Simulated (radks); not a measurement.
The numbers below are computed, except where a source is named.
Question: Numerical settings for the iodine ion I+, [Kr] 4d10 5s2 5p4. Level of theory: scalar-relativistic Kohn-Sham, r2SCAN, spin-polarised, spherical densities, finite nucleus; open shells are filled with parallel spins first (spin-orbit coupling, left out, can overturn this in heavy ions); meta-GGA in the generalised Kohn-Sham scheme; Fermi nuclear charge, rms radius 4.75 fm (a radial shooting solver on a logarithmic mesh with Libxc functionals). The defaults (mesh step 0.008 in ln r, mesh end at 40 bohr or more with all orbitals vanishing there, Anderson mixing 0.5 over 9 steps, residual threshold near 1e-9 with the energy settled to 1e-9 hartree or 1e-11 of itself, here a cap of 86 iterations) give E = -7116.729 hartree and 5p at -14.476 eV in 11 iterations. Run on one thread of a shared host, so times are rough (Intel(R) Xeon(R) Platinum 8488C): 0.33 s of CPU time, 0.33 s wall, 11 iterations on 2314 mesh points. One setting is changed at a time: mesh step in ln r 0.12; mesh step in ln r 0.08; mesh step in ln r 0.02; mesh end (bohr) 3; mesh end (bohr) 8; residual threshold 0.001; residual threshold 1e-05; mixing 0.01; linear mixing, mixing 0.5; linear mixing, mixing 0.05; mixing history 3; iteration cap 3. Which runs fail to converge, and which converge to a wrong energy?

Answer: Not converged within the cap: mesh step in ln r 0.12; mesh step in ln r 0.08; linear mixing, mixing 0.05; iteration cap 3. Settled on a wrong energy, with an occupied level pushed above zero by the early mesh end: mesh end (bohr) 3 (+1.82 hartree). Apart from these: no run marked as converged misses the energy by more than 1 mhartree.
